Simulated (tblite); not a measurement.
Species: C3H8O2Si2.
Bonds: Si1–C2, C2–Si3, Si3–O4, O4–C5, C5–C6 (double), C6–O7, Si3–O7. Hydrogens: H8, H9, H10 on Si1; H11, H12 on C2; H13 on Si3; H14 on C5; H15 on C6.

Computed with GFN2-xTB (tblite), gas phase: L-BFGS steps from a force-field or distance-geometry start until the largest atomic force falls under 0.01 eV/Å.

The end geometry, which sets the zero of energy:
```
atom  x, y, z in Å
Si1    -2.1245    0.1999   -0.3742
C2     -1.0792   -1.2803    0.2117
Si3     0.7641   -0.9276    0.3856
O4      1.4423   -0.2816   -0.9857
C5      1.9514    0.9513   -0.6879
C6      1.7621    1.3224    0.5691
O7      1.0940    0.4008    1.3255
H8     -2.0488    1.2956    0.5951
H9     -1.6663    0.6630   -1.6862
H10    -3.5179   -0.2488   -0.4830
H11    -1.4497   -1.6317    1.1724
H12    -1.2018   -2.1112   -0.4801
H13     1.5796   -2.0525    0.8405
H14     2.4370    1.4788   -1.4850
H15     2.0533    2.2300    1.0603
```

Question: These geometries come from the run, each turned onto the end geometry. Order them by energy, lowest first.
A.
```
atom  x, y, z in Å
Si1    -2.3877    0.0908   -0.0234
C2     -1.0507   -1.2548   -0.1366
Si3     0.6409   -0.6701    0.4283
O4      1.7409   -0.5572   -0.8370
C5      2.4188    0.6248   -0.6391
C6      1.8619    1.4428    0.2566
O7      0.7159    0.9599    0.8398
H8     -2.4164    0.7644    1.2688
H9     -2.2470    1.0033   -1.1499
H10    -3.6727   -0.5911   -0.2002
H11    -1.4065   -2.1021    0.4401
H12    -0.9594   -1.5089   -1.1870
H13     1.1517   -1.4546    1.5703
H14     3.3205    0.8659   -1.1669
H15     2.2853    2.3949    0.5144
```
B.
```
atom  x, y, z in Å
Si1    -2.4138    0.1124   -0.0570
C2     -1.0394   -1.2036   -0.1703
Si3     0.6628   -0.6996    0.4646
O4      1.8477   -0.5973   -0.6962
C5      2.4258    0.6387   -0.6351
C6      1.8624    1.4500    0.2476
O7      0.8181    0.8890    0.9255
H8     -2.3861    0.7502    1.2610
H9     -2.2792    1.1179   -1.1173
H10    -3.7102   -0.5649   -0.2282
H11    -1.3410   -2.0625    0.4258
H12    -0.9629   -1.5630   -1.1954
H13     1.1479   -1.5458    1.5543
H14     3.2496    0.8244   -1.2941
H15     2.1140    2.4621    0.4930
```
C.
```
atom  x, y, z in Å
Si1    -2.1478    0.2196   -0.2731
C2     -1.0688   -1.2966    0.1351
Si3     0.7452   -0.8949    0.4494
O4      1.5246   -0.3998   -0.9294
C5      2.0255    0.8548   -0.7294
C6      1.7388    1.3657    0.4582
O7      0.9959    0.5369    1.2539
H8     -2.2113    1.1188    0.8816
H9     -1.6374    0.9330   -1.4486
H10    -3.5056   -0.2587   -0.5562
H11    -1.4649   -1.8019    1.0131
H12    -1.1227   -2.0209   -0.6759
H13     1.5400   -1.9527    1.0719
H14     2.5816    1.2834   -1.5400
H15     2.0025    2.3215    0.8675
```
D.
```
atom  x, y, z in Å
Si1    -2.2381    0.2077   -0.1652
C2     -1.0537   -1.2696    0.0414
Si3     0.7270   -0.8431    0.4861
O4      1.6389   -0.5090   -0.8566
C5      2.1507    0.7527   -0.7438
C6      1.7466    1.3983    0.3368
O7      0.9131    0.6708    1.1395
H8     -2.3744    0.8843    1.1290
H9     -1.7213    1.1457   -1.1710
H10    -3.5563   -0.3057   -0.5841
H11    -1.4545   -1.9408    0.7973
H12    -1.0191   -1.8457   -0.8815
H13     1.4470   -1.8011    1.3209
H14     2.8091    1.0699   -1.5280
H15     1.9805    2.3937    0.6572
```
E.
```
atom  x, y, z in Å
Si1    -2.4261    0.1072   -0.0371
C2     -1.0668   -1.2109   -0.1585
Si3     0.6259   -0.6648    0.4355
O4      1.7784   -0.5604   -0.7566
C5      2.4248    0.6372   -0.6416
C6      1.8774    1.4497    0.2501
O7      0.7724    0.9331    0.8612
H8     -2.4013    0.7720    1.2683
H9     -2.2395    1.0445   -1.1474
H10    -3.7032   -0.5981   -0.1987
H11    -1.3353   -2.0950    0.4106
H12    -0.9876   -1.5675   -1.1815
H13     1.1691   -1.4459    1.5441
H14     3.3049    0.7873   -1.2318
H15     2.2026    2.4195    0.5615
```

Answer: C (0.005 eV), D (0.021 eV), B (0.049 eV), E (0.084 eV), A (0.233 eV).

In the order of the answer:

| step | E above end (eV) | largest force (eV/Å) | rms force component (eV/Å) | rms distance from end (Å) | rms bond change (Å) | bond most changed (Å) |
| --- | --- | --- | --- | --- | --- | --- |
| 128 | 0.005 | 0.05 | 0.016 | 0.211 | 0.001 | Si1–H9 +0.002 |
| 114 | 0.021 | 0.15 | 0.054 | 0.439 | 0.003 | Si1–H10 +0.007 |
| 23 | 0.049 | 0.08 | 0.026 | 0.718 | 0.002 | Si1–H10 +0.005 |
| 7 | 0.084 | 0.19 | 0.088 | 0.725 | 0.003 | C2–Si3 -0.010 |
| 2 | 0.233 | 0.77 | 0.277 | 0.729 | 0.010 | Si3–O7 +0.022 |

What follows is the cost of the whole relaxation. The run took 0.84 s on Arm Neoverse V2, one thread, no GPU, on a shared host.
